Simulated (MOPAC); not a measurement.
MOPAC input (AM1):

```
AM1 FORCE THERMO(298,298) PRECISE LET UHF MS=0.5 GEO-OK AUX(PRECISION=9) THREADS=1
CH5OSi

C    -1.48070281 1   -0.21516457 1   -0.19672404 1
Si    0.29484127 1   -0.37093243 1    0.03487251 1
O     1.11172112 1    1.18485409 1    0.15809152 1
H    -1.98161880 1   -1.20927466 1   -0.27214220 1
H    -1.73064073 1    0.34734105 1   -1.12748483 1
H    -1.96381013 1    0.33011415 1    0.64853870 1
H     0.90783660 1   -1.08011573 1   -1.08722755 1
H     0.59929343 1   -1.10271672 1    1.26360348 1
```

Output:

```
 *******************************************************************************
 **                                                                           **
 **                              MOPAC v23.2.5                                **
 **                                                                           **
 *******************************************************************************
 ** MOPAC's Digital Object Identifier: https://doi.org/10.5281/zenodo.6511958 **
 **                                                                           **
 ** Please cite the open-source release paper for use of this MOPAC version:  **
 ** J. E. Moussa and J. J. P. Stewart (2026)                                  **
 ** MOPAC: An open-source semiempirical molecular orbital program             **
 ** J. Open Source Softw., 11(119), 8025, https://doi.org/10.21105/joss.08025 **
 *******************************************************************************

                              AM1 CALCULATION RESULTS

 *******************************************************************************
 *  AM1        - The AM1 Hamiltonian to be used
 *  GEO-OK     - OVERRIDE INTERATOMIC DISTANCE AND OTHER SAFETY CHECKS
 *  UHF        - UNRESTRICTED HARTREE-FOCK CALCULATION
 *  MS=        - IN MECI, MAGNETIC COMPONENT OF SPIN =  0.5
 *  LET        - OVERRIDE SOME SAFETY CHECKS
 *  PRECISE    - TIGHTER CRITERIA TO BE USED
 *  FORCE      - FORCE CALCULATION SPECIFIED
 *  AUX        - OUTPUT AUXILIARY INFORMATION
 *  THERMO     - THERMODYNAMIC QUANTITIES TO BE CALCULATED
 *******************************************************************************
AM1 FORCE THERMO(298,298) PRECISE LET UHF MS=0.5 GEO-OK AUX(PRECISION=9) THREADS=1
 CH5OSi

   ATOM   CHEMICAL          X               Y               Z
  NUMBER   SYMBOL      (ANGSTROMS)     (ANGSTROMS)     (ANGSTROMS)

     1       C         -1.48070281  *  -0.21516457  *  -0.19672404  *
     2      Si          0.29484127  *  -0.37093243  *   0.03487251  *
     3       O          1.11172112  *   1.18485409  *   0.15809152  *
     4       H         -1.98161880  *  -1.20927466  *  -0.27214220  *
     5       H         -1.73064073  *   0.34734105  *  -1.12748483  *
     6       H         -1.96381013  *   0.33011415  *   0.64853870  *
     7       H          0.90783660  *  -1.08011573  *  -1.08722755  *
     8       H          0.59929343  *  -1.10271672  *   1.26360348  *

          CARTESIAN COORDINATES

    NO.       ATOM           X           Y           Z

     1         C         -1.4807     -0.2152     -0.1967
     2        Si          0.2948     -0.3709      0.0349
     3         O          1.1117      1.1849      0.1581
     4         H         -1.9816     -1.2093     -0.2721
     5         H         -1.7306      0.3473     -1.1275
     6         H         -1.9638      0.3301      0.6485
     7         H          0.9078     -1.0801     -1.0872
     8         H          0.5993     -1.1027      1.2636

  H: (AM1): M.J.S. DEWAR ET AL, J. AM. CHEM. SOC. 107 3902-3909 (1985)
  C: (AM1): M.J.S. DEWAR ET AL, J. AM. CHEM. SOC. 107 3902-3909 (1985)
  O: (AM1): M.J.S. DEWAR ET AL, J. AM. CHEM. SOC. 107 3902-3909 (1985)
 Si: (AM1): M.J.S.DEWAR, C. JIE, ORGANOMETALLICS, 6, 1486-1490 (1987).

           Empirical Formula: C H5 O Si  =     8 atoms
[...]
 EFFECTIVE MASS      1.5757
 FORCE CONSTANT      0.4859

 VIBRATION         14    6A"         ATOM PAIR     ENERGY CONTRIBUTION    RADIAL
 FREQUENCY          2214.46         Si2 -- H 8         +49.8% ( 71.1%)     98.7%
 TRANSITION DIPOLE   0.0808         Si2 -- H 7         +49.8% ( 71.1%)     98.7%
 TRAVEL (Ang.)       0.2449         Si2 -- O 3          +0.2% (  4.4%)      0.0%
 REDUCED MASS        0.5079         C 1 -- Si2          +0.2% (  4.4%)      0.0%
 EFFECTIVE MASS      1.3800
 FORCE CONSTANT      1.4674

 VIBRATION         15    9A'         ATOM PAIR     ENERGY CONTRIBUTION    RADIAL
 FREQUENCY          2219.19         Si2 -- H 7         +49.9% ( 70.3%)     98.4%
 TRANSITION DIPOLE   0.0267         Si2 -- H 8         +49.9% ( 70.3%)     98.4%
 TRAVEL (Ang.)       0.2477         C 1 -- Si2          +0.1% (  3.2%)     41.7%
 REDUCED MASS        0.4951         Si2 -- O 3          +0.1% (  3.2%)     17.5%
 EFFECTIVE MASS      1.2012
 FORCE CONSTANT      1.4367

 VIBRATION         16    7A"         ATOM PAIR     ENERGY CONTRIBUTION    RADIAL
 FREQUENCY          3059.78         C 1 -- H 6         +49.2% ( 72.2%)     97.4%
 TRANSITION DIPOLE   0.3345         C 1 -- H 5         +49.2% ( 72.2%)     97.4%
 TRAVEL (Ang.)       0.2090         C 1 -- Si2          +0.9% (  9.5%)      0.0%
 REDUCED MASS        0.5045         C 1 -- H 4          +0.8% (  9.3%)      0.0%
 EFFECTIVE MASS      1.4717
 FORCE CONSTANT      2.7828

 VIBRATION         17   10A'         ATOM PAIR     ENERGY CONTRIBUTION    RADIAL
 FREQUENCY          3061.73         C 1 -- H 4         +65.2% ( 83.2%)     99.2%
 TRANSITION DIPOLE   0.3138         C 1 -- H 5         +17.0% ( 42.4%)     85.3%
 TRAVEL (Ang.)       0.2091         C 1 -- H 6         +17.0% ( 42.4%)     85.3%
 REDUCED MASS        0.5036         C 1 -- Si2          +0.9% (  9.6%)      0.0%
 EFFECTIVE MASS      1.4721
 FORCE CONSTANT      2.7817

 VIBRATION         18   11A'         ATOM PAIR     ENERGY CONTRIBUTION    RADIAL
 FREQUENCY          3167.08         C 1 -- H 4         +33.4% ( 55.5%)     96.8%
 TRANSITION DIPOLE   0.2058         C 1 -- H 5         +33.2% ( 55.4%)     96.8%
 TRAVEL (Ang.)       0.2552         C 1 -- H 6         +33.2% ( 55.4%)     96.8%
 REDUCED MASS        0.3270         C 1 -- Si2          +0.2% (  4.1%)    100.0%
 EFFECTIVE MASS      1.1294
 FORCE CONSTANT      1.9327

      SYMMETRY NUMBER FOR POINT-GROUP Cs  =  1

          SYSTEM IS A GROUND STATE

 CH5OSi

          MOLECULE IS NOT LINEAR

          THERE ARE 18 GENUINE VIBRATIONS IN THIS SYSTEM
          THIS THERMODYNAMICS CALCULATION IS LIMITED TO
          MOLECULES WHICH HAVE NO INTERNAL ROTATIONS

                    CALCULATED THERMODYNAMIC PROPERTIES
                                          *
   TEMP. (K)   PARTITION FUNCTION   H.O.F.    ENTHALPY  HEAT CAPACITY ENTROPY
                                   KCAL/MOL   CAL/MOLE    CAL/K/MOL  CAL/K/MOL

 298.00  VIB.     0.7566D+01                  1493.2577    10.8760     9.0323
         ROT.     0.3166D+05                   888.2803     2.9808    23.5736
         INT.     0.2395D+06                  2381.5380    13.8568    32.6060
         TRA.     0.4621D+27                  1480.4672     4.9680    38.2490
         TOT.                      -19.435    3862.0051    18.8248    70.8549

   *: NOTE: HEATS OF FORMATION ARE RELATIVE TO THE
            ELEMENTS IN THEIR STANDARD STATE AT 298K
              (=  Standard Enthalpy of Formation).

            Hvib:  Zero-point energy is not included.
                   frequencies of less than zero cm-1 are not included.
            Hrot = (3/2)RT
            Htra = (3/2)RT + pV = (5/2)RT

            Heat capacity is Cp, not Cv

          For more information, see: HTTP://OpenMOPAC.net/Manual/thermochemistry.html

           FORCE CONSTANT IN CARTESIAN COORDINATES (Millidynes/A)

    ATOM   CHEMICAL       X               Y               Z
   NUMBER   SYMBOL  FORCE CONSTANT  FORCE CONSTANT  FORCE CONSTANT

      1       C        5.367596        7.363690        7.319621
      2      Si        4.443714        5.188395        4.028541
      3       O        0.881956        3.725275        0.079509
      4       H        1.277884        4.687425        0.638946
      5       H        1.265309        1.658767        3.678060
      6       H        1.265346        1.658545        3.678244
      7       H        0.577902        0.780889        1.925794
      8       H        0.577882        0.781015        1.925688

 **********************
 *                    *
 * JOB ENDED NORMALLY *
 *                    *
 **********************

 == MOPAC DONE ==
```
